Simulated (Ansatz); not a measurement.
```yaml
crystal:
  periodic: [false, false, false]
  atoms:
    - {symbol: F, position_ang: [-1.075600, -2.890315, -1.250567]}
    - {symbol: B, position_ang: [-0.593032, -2.362126, -0.179227]}
    - {symbol: F, position_ang: [-0.479405, -3.086926, 0.977232]}
    - {symbol: C, position_ang: [-0.200927, -0.844378, -0.037304]}
    - {symbol: C, position_ang: [-0.359133, -0.018390, -1.180012]}
    - {symbol: C, position_ang: [-0.029350, 1.336290, -1.016209]}
    - {symbol: C, position_ang: [0.473582, 1.878521, 0.025865]}
    - {symbol: C, position_ang: [0.608298, 1.063580, 1.250667]}
    - {symbol: C, position_ang: [0.198362, -0.285311, 1.183371]}
    - {symbol: H, position_ang: [-0.715751, -0.415761, -2.101454]}
    - {symbol: H, position_ang: [-0.079786, 1.981784, -1.956599]}
    - {symbol: H, position_ang: [0.801789, 2.918070, 0.143960]}
    - {symbol: H, position_ang: [0.989014, 1.446524, 2.131258]}
    - {symbol: H, position_ang: [0.354124, -0.847949, 1.990887]}
basis:
  gaussian: {orbitals: "6-31G*"}
hamiltonian: {xc: {name: r2SCAN0}, dispersion: d3bj}
output: {forces: true}
```

```sh
$ ansatz run in.yaml --threads 2 --pin off --events-out ev --progress --plain --max-ram 31744MiB --backend cpu
```

It prints (some lines left out):

```
Warning: the engine holds no damping parameters fitted to this dispersion correction and functional, so the run takes those fitted to r2scan0 beside the three-body term, which d3bj leaves out (hamiltonian.dispersion, under Limitations)
Functional definition: r2SCAN0
1419 factors; integrals over basis functions are off by at most 1.1e-3 eV
mean field evaluation 1: about -12402.3061 eV, gradient 5.1e1 eV
mean field evaluation 2: about -12402.3624 eV, gradient 5.2e1 eV
mean field evaluation 4: about -12407.7984 eV, gradient 2.9e0 eV
mean field evaluation 8: about -12408.2096 eV, gradient 4.2e-1 eV
mean field evaluation 16: about -12408.2100 eV, gradient 2.1e-4 eV
mean field -12408.20996247 eV, -455.9933055341 hartree, gradient 2.3e-5 eV, S^2 0.000000; 0 other end points of the search recorded, 0 dependent functions left out
reference -12408.20996838 eV, -455.9933057512 hartree; 32, 32 occupied and 113, 113 virtual orbitals, 1419 factors
Total energy: -12408.33357120 eV, -455.9978480711 hartree
Atom 0 at    -1.075600    -2.890315    -1.250567 Å, force    -0.294088    -0.685279    -0.872709 eV/Å
Atom 1 at    -0.593032    -2.362126    -0.179227 Å, force     0.771683     1.026802     3.318765 eV/Å
Atom 2 at    -0.479405    -3.086926     0.977232 Å, force    -0.249539     0.287983    -1.729094 eV/Å
Atom 3 at    -0.200927    -0.844378    -0.037304 Å, force    -1.006040    -0.437805    -1.829970 eV/Å
Atom 4 at    -0.359133    -0.018390    -1.180012 Å, force     0.658773     0.021821     2.762539 eV/Å
Atom 5 at    -0.029350     1.336290    -1.016209 Å, force    -2.069777    -0.972479    -8.013827 eV/Å
Atom 6 at     0.473582     1.878521     0.025865 Å, force     2.677158     1.071441     8.428467 eV/Å
Atom 7 at     0.608298     1.063580     1.250667 Å, force    -1.716804    -1.120438    -4.036042 eV/Å
Atom 8 at     0.198362    -0.285311     1.183371 Å, force     0.801455     3.827682    -3.070306 eV/Å
Atom 9 at    -0.715751    -0.415761    -2.101454 Å, force    -0.147607    -0.142528    -0.552827 eV/Å
Atom 10 at    -0.079786     1.981784    -1.956599 Å, force    -0.179349    -0.890712     1.261617 eV/Å
Atom 11 at     0.801789     2.918070     0.143960 Å, force    -0.270744    -0.384810    -0.565926 eV/Å
Atom 12 at     0.989014     1.446524     2.131258 Å, force     0.727371     0.910470     1.685871 eV/Å
Atom 13 at     0.354124    -0.847949     1.990887 Å, force     0.297508    -2.512148     3.213443 eV/Å
Dipole moment:     0.123925     0.373638    -0.058083 e Å
```

It took 9 s on 2 threads of an AMD EPYC 7R13 on a shared host, with 0.73 GiB of host memory at the peak.
